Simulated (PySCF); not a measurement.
**A small calculation by hand: chemical shift, span and skew from a shielding tensor**

C5H4O2, SMILES C1OC(OC=1)=C=C. Atoms are numbered in the order given.

```xyz
11

C      0.0000     0.0000     2.9031
C      0.0000     0.0000     1.5921
C      0.0000     0.0000     0.2753
O      0.0000     1.1265    -0.5265
C      0.0000     0.6681    -1.8289
C      0.0000    -0.6681    -1.8289
O      0.0000    -1.1265    -0.5265
H      0.9312     0.0000     3.4885
H     -0.9312     0.0000     3.4885
H      0.0000     1.4155    -2.6147
H      0.0000    -1.4155    -2.6147
```

Geometry: TPSSh-D3(BJ)/def2-SVP. The structure was generated by enumeration, and PubChem lists no compound with its InChIKey, so it may never have been made.

GIAO shieldings from KT2/pcSseg-1 in PySCF, non-relativistic, no solvent. The symmetric part of the tensor of C5 has the principal values -21.3, 81.4, 102.5 ppm. The same nucleus in TMS has σ = 185.1 ppm at this level (PySCF, at its B3LYP-D3(BJ)/def2-TZVP geometry).

Work out the isotropic shielding, the ¹³C shift against TMS, the span and the skew.


σ(iso) = (σ11 + σ22 + σ33)/3 = 54.2 ppm. δ = σ(ref) − σ(iso) = 185.1 − (54.2) = 130.9 ppm.
Span Ω = σ33 − σ11 = 123.8 ppm. Skew κ = 3(σ(iso) − σ22)/Ω = -0.66. Tumbling in solution averages the tensor to δ; in a static solid the shielding alone would spread this spin-1/2 line over Ω.
